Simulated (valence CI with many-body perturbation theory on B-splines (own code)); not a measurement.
**Sb: calculation against measured levels**

Method: valence CI with perturbative core correlation (CI+MBPT): five valence electrons over a frozen Dirac-Fock core [Kr] 4d10, a basis of 10 s, 10 p, 9 d, 7 f, 4 g, 2 h functions for each j, with the one-electron correlation potential Σ1 (screened to all orders), the two-electron term Σ2, the three-electron term Σ3, Breit, model QED; selected single and double excitations, second order for the rest, scaled by the run's own slope (own B-spline code, finite nucleus).

Against 19 measured levels this calculation errs by 64 cm⁻¹ on average and by 178 at most. These come from a selection out of the NIST Handbook of Basic Atomic Spectroscopic Data. Levels without a partner in it may be off by more. Among the levels kept, up to 870 cm⁻¹ of a level comes from second order outside the variational space, and about a tenth of that is noise between levels of different J, which matters for small intervals.

Measured levels: NIST Handbook of Basic Atomic Spectroscopic Data (Sansonetti and Martin, J. Phys. Chem. Ref. Data 34, 1559 (2005)). Pairs share parity and J, and are chosen by configuration, term and nearness in energy; levels without a clear partner are left out. Energies in cm⁻¹ above the measured ground level.

Names give the largest LS component (configuration and term), which can be under half, so a name can repeat, a term be missing and a line seem to break the LS rules; names also repeat where a configuration has a term twice.

| Computed label | Label in the source | Measured | Computed | Difference |
| --- | --- | --- | --- | --- |
| 5s²5p³ ⁴S°_3/2 | 5s2 5p3 4S° | 0 | 0.0 | 0 |
| 5s²5p³ ²D°_3/2 | 5s2 5p3 2D° | 8512.1 | 8496.7 | -15 |
| 5s²5p³ ²D°_5/2 | 5s2 5p3 2D° | 9854.0 | 9842.6 | -11 |
| 5s²5p³ ²P°_1/2 | 5s2 5p3 2P° | 16395.4 | 16400.3 | +5 |
| 5s²5p³ ²P°_3/2 | 5s2 5p3 2P° | 18464.2 | 18437.1 | -27 |
| 5s²5p²6s ⁴P_1/2 | 5s2 5p2(3P) 6s 4P | 43249.3 | 43295.7 | +46 |
| 5s²5p²6s ⁴P_3/2 | 5s2 5p2(3P) 6s 4P | 45945.3 | 45986.2 | +41 |
| 5s²5p²6s ²P_1/2 | 5s2 5p2(3P) 6s 2P | 46991.1 | 47030.2 | +39 |
| 5s²5p²6s ⁴P_5/2 | 5s2 5p2(3P) 6s 4P | 48332.4 | 48371.6 | +39 |
| 5s²5p²6s ²P_3/2 | 5s2 5p2(3P) 6s 2P | 49391.1 | 49421.4 | +30 |
| 5s²5p²5d ⁴P_5/2 | 5s2 5p2(3P) 5d 4P | 53443.0 | 53264.9 | -178 |
| 5s²5p²5d ⁴F_3/2 | 5s2 5p2(3P) 5d 4F | 53528.0 | 53423.7 | -104 |
| 5s²5p²5d ⁴F_5/2 | 5s2 5p2(3P) 5d 4F | 55120.9 | 55016.7 | -104 |
| 5s²5p²6s ²D_3/2 | 5s2 5p2(1D) 6s 2D | 55233.0 | 55207.1 | -26 |
| 5s²5p²6s ²D_5/2 | 5s2 5p2(1D) 6s 2D | 55728.3 | 55712.5 | -16 |
| 5s²5p²5d ⁴P_3/2 | 5s2 5p2(3P) 5d 4P | 56151.8 | 56041.6 | -110 |
| 5s²5p²5d ⁴F_7/2 | 5s2 5p2(3P) 5d 4F | 56528.1 | 56417.4 | -111 |
| 5s²5p²5d ⁴P_1/2 | 5s2 5p2(3P) 5d 4P | 56698.6 | 56550.9 | -148 |
| 5s²5p²5d ²F_5/2 | 5s2 5p2(3P) 5d 2F | 57287.1 | 57196.8 | -90 |
| 5s²5p²5d ²F_7/2 | 5s2 5p2(3P) 5d 2F | 61125.7 | 61045.6 | -80 |

Over 19 excited levels the mean absolute difference is 64 cm⁻¹, the median 41 and the largest 178. The comparison draws on a selection of the measured levels: 20 of the 52 computed ones have a partner in it, and others may be off by more.

Rates against NIST Handbook of Basic Atomic Spectroscopic Data (Sansonetti and Martin, J. Phys. Chem. Ref. Data 34, 1559 (2005)):

| λ vac, measured (nm) | Upper | Lower | A computed (s⁻¹) | A tabulated (s⁻¹) |
| --- | --- | --- | --- | --- |
| 206.90 | 5s²5p²6s ⁴P_5/2 | 5s²5p³ ⁴S°_3/2 | 1.91e+08 | 1.81e+08 |
| 214.04 | 5s²5p²6s ²D_3/2 | 5s²5p³ ²D°_3/2 | 9.76e+07 | 1.74e+08 |
| 217.65 | 5s²5p²6s ⁴P_3/2 | 5s²5p³ ⁴S°_3/2 | 1.68e+08 | 1.75e+08 |
| 217.99 | 5s²5p²6s ²D_5/2 | 5s²5p³ ²D°_5/2 | 1.64e+08 | 2.39e+08 |
| 231.22 | 5s²5p²6s ⁴P_1/2 | 5s²5p³ ⁴S°_3/2 | 1.61e+08 | 1.69e+08 |
| 252.93 | 5s²5p²6s ²P_3/2 | 5s²5p³ ²D°_5/2 | 2.16e+08 | 1.77e+08 |
| 259.88 | 5s²5p²6s ²P_1/2 | 5s²5p³ ²D°_3/2 | 2.46e+08 | 2.10e+07 |
| 287.88 | 5s²5p²6s ⁴P_1/2 | 5s²5p³ ²D°_3/2 | 3.25e+07 | 4.24e+07 |
| 323.34 | 5s²5p²6s ²P_3/2 | 5s²5p³ ²P°_3/2 | 2.11e+07 | 3.07e+07 |
| 326.84 | 5s²5p²6s ²P_1/2 | 5s²5p³ ²P°_1/2 | 2.80e+07 | 4.95e+07 |
